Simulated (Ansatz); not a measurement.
Species: C$_{5}$H$_{5}$S (charge 0, doublet). It need not be the lowest isomer of its formula. 
Structure (B3LYP-D3(BJ)/def2-TZVP (Ansatz, a program for electronic structure) minimum search):
```xyz
11

C     -2.2244    -0.2399    -0.0819
C     -0.8610    -0.2064     0.0930
C     -0.0738    -0.9328     1.0129
C      1.2933    -0.6560     0.9212
C      1.5976     0.2716    -0.0502
S      0.1912     0.8250    -0.8762
H     -2.8318    -0.8872     0.5347
H     -2.7215     0.3662    -0.8246
H     -0.5120    -1.6308     1.7114
H      2.0449    -1.1181     1.5453
H      2.5697     0.6520    -0.3171
```
Charge 0, spin multiplicity 2.

Parts of the frozen-core correlation energy in STO-3G (Ansatz, hartree). Frozen orbitals: 10; correlated occupied orbitals by spin: 16 and 15; virtual: 13 and 14. Open shells are spin-unrestricted. No spin-orbit coupling. No relativistic terms.

```csv
term,value
reference (HF),-583.07678
MP2 opposite-spin,(withheld)
MP2 same-spin,-0.04601
CCSD correlation,(withheld)
(T),(withheld)
T1 diagnostic,0.040
largest doubles amplitude,0.097
<S^2> of the reference,1.335
```

**Question.** Some entries are withheld; supply them.

**Answer.** 
- MP2 opposite-spin, value: -0.20188
- CCSD correlation, value: -0.34365
- (T), value: -0.00714
